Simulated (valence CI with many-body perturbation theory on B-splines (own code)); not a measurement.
**Tm⁶⁴⁺: what the settings do**

Calculated by valence CI with perturbative core correlation (CI+MBPT): three valence electrons over a frozen Dirac-Fock core [He], a basis of 6 s, 6 p, 5 d, 3 f, 1 g functions for each j, with the one-electron correlation potential Σ1, the two-electron term Σ2, the three-electron term Σ3, Breit, model QED; selected CI, second order for the rest, scaled by the run's own slope (own B-spline code, finite nucleus).

No measured spectrum was set against this ion. As an estimate, large intervals hold to a few tenths of a per cent, small ones and those within an open d or f shell to about a per cent.

The reference run has the lowest level (2s^2 2p1/2) J=1/2 and an ionisation energy of 16030.1 eV. Its largest variational space holds 3409 state functions.

Levels are named by their leading jj configuration (3d3/2^4 stands for four electrons in 3d with j = 3/2), which in mixed levels can hold well under half, so a name can repeat and another be missing. Letters in brackets count levels of one name in rising energy.

Changed runs:
A. shift of the energy in Σ1 (hartree) 0 → 49.878
B. size limit of the variational space 10000 → 1500; second order for the rest on → off; orbitals per symmetry with explicit Σ2 and valence Breit (the others get mean screening factors) 5 → 3
C. size limit of the variational space 10000 → 3000; second order for the rest on → off
D. scale of Σ2 1 → 3 (bad on purpose)

Excitation energies of the reference run in cm⁻¹, and shifts in cm⁻¹:

```tsv
Level	Reference	A	B	C	D
(2s 2p1/2^2) J=1/2	1941970	-27	+378	0	-2171
(2s^2 2p3/2) J=3/2	8587240	+19	-45	0	-144
(2s 2p1/2 2p3/2) J=3/2 [a]	9949410	-8.0	+32	0	-954
(2s 2p1/2 2p3/2) J=5/2	10264100	-8.0	-309	+0.1	-1615
(2s 2p1/2 2p3/2) J=1/2	10796200	-8.0	+14	+0.2	-5177
(2s 2p1/2 2p3/2) J=3/2 [b]	10812400	-7.9	+37	+0.2	-3835
(2p1/2^2 2p3/2) J=3/2	12837500	-35	+542	+0.1	-7189
(2s 2p3/2^2) J=5/2	18680900	+12	-219	+0.1	-1096
(2s 2p3/2^2) J=1/2	19487100	+12	+445	+0.1	-1498
(2s 2p3/2^2) J=3/2	19493200	+12	+120	+0.4	-4773
(2p1/2 2p3/2^2) J=3/2	21063300	-16	+110	+0.1	-6707
(2p1/2 2p3/2^2) J=5/2	21243900	-16	-191	+0.2	-5960
Ionisation energy (eV)	16030.1	+0.0082	-0.054	0	-0.17
```
